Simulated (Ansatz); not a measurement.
`[CH3][Nb]([NH2])(=[O])[Cl]`, charge 0, multiplicity 1.

**Question.** Give a relaxed structure at PBE0-D4/def2-TZVP (Ansatz). (Estimate.)

**Answer.** The calculation gave: 
Z-matrix (Å, degrees):
```
C
Nb 1 2.150
H 1 1.092 2 112.0
H 1 1.097 2 107.9 3 -118.9
H 1 1.095 2 111.0 3 122.2
N 2 1.951 1 106.2 3 -60.5
O 2 1.687 1 105.0 3 51.8
Cl 2 2.316 1 109.0 3 174.7
H 6 1.010 2 125.4 1 110.6
H 6 1.012 2 124.0 1 -76.0
```
This is one stationary point; other conformers may exist.
